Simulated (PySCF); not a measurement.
In(H)(Me)(NH2) (CH₆InN), SMILES [CH3][InH][NH2].

Geometry optimised at B3LYP-D3(BJ)/def2-SVP. The def2 effective core potentials stand for the cores of In; spin–orbit coupling is left out. The values are those of a single conformer.

Level of theory: TDDFT-M06-2X/def2-SVPD (PySCF 2.14.0).

Vertical excitations. Gas-phase values at a fixed geometry. State labels are in the subgroup Cs.

```json
[
 {"state": "S1", "symmetry": "A'", "energy (eV)": "5.45", "λ (nm)": "228", "f": "0.074", "main pairs": "HOMO→LUMO 97 %"},
 {"state": "S2", "symmetry": "A\"", "energy (eV)": "5.51", "λ (nm)": "225", "f": "0.003", "main pairs": "HOMO−1→LUMO 97 %"},
 {"state": "S3", "symmetry": "A\"", "energy (eV)": "5.58", "λ (nm)": "222", "f": "0.067", "main pairs": "HOMO→LUMO+1 71 %, HOMO→LUMO+3 18 %"},
 {"state": "S4", "symmetry": "A\"", "energy (eV)": "6.59", "λ (nm)": "188", "f": "0.039", "main pairs": "HOMO−2→LUMO 79 %, HOMO→LUMO+2 16 %"},
 {"state": "S5", "symmetry": "A'", "energy (eV)": "6.65", "λ (nm)": "186", "f": "0.158", "main pairs": "HOMO−1→LUMO+1 90 %"},
 {"state": "S6", "symmetry": "A\"", "energy (eV)": "6.69", "λ (nm)": "185", "f": "0.005", "main pairs": "HOMO→LUMO+2 65 %, HOMO−2→LUMO 17 %"},
 {"state": "S7", "symmetry": "A\"", "energy (eV)": "6.99", "λ (nm)": "177", "f": "0.000", "main pairs": "HOMO→LUMO+3 64 %, HOMO→LUMO+1 19 %"},
 {"state": "S8", "symmetry": "A'", "energy (eV)": "7.36", "λ (nm)": "168", "f": "0.072", "main pairs": "HOMO−1→LUMO+2 62 %, HOMO−1→LUMO+3 29 %"},
 {"state": "S9", "symmetry": "A\"", "energy (eV)": "7.42", "λ (nm)": "167", "f": "0.003", "main pairs": "HOMO→LUMO+4 72 %"},
 {"state": "S10", "symmetry": "A'", "energy (eV)": "7.72", "λ (nm)": "161", "f": "0.330", "main pairs": "HOMO−1→LUMO+3 62 %, HOMO−1→LUMO+2 20 %"},
 {"state": "T1", "symmetry": "A'", "energy (eV)": "4.47", "λ (nm)": "277", "f": "0", "main pairs": "HOMO→LUMO 94 %"},
 {"state": "T2", "symmetry": "A\"", "energy (eV)": "5.18", "λ (nm)": "239", "f": "0", "main pairs": "HOMO−1→LUMO 97 %"},
 {"state": "T3", "symmetry": "A\"", "energy (eV)": "5.27", "λ (nm)": "235", "f": "0", "main pairs": "HOMO→LUMO+1 57 %, HOMO→LUMO+3 28 %"},
 {"state": "T4", "symmetry": "A'", "energy (eV)": "5.69", "λ (nm)": "218", "f": "0", "main pairs": "HOMO−1→LUMO+1 54 %, HOMO−1→LUMO+2 23 %, HOMO−1→LUMO+3 12 %"}
]
```
Triplets are in the Tamm–Dancoff approximation, which puts them higher than full response would, so one can lie above its singlet here.
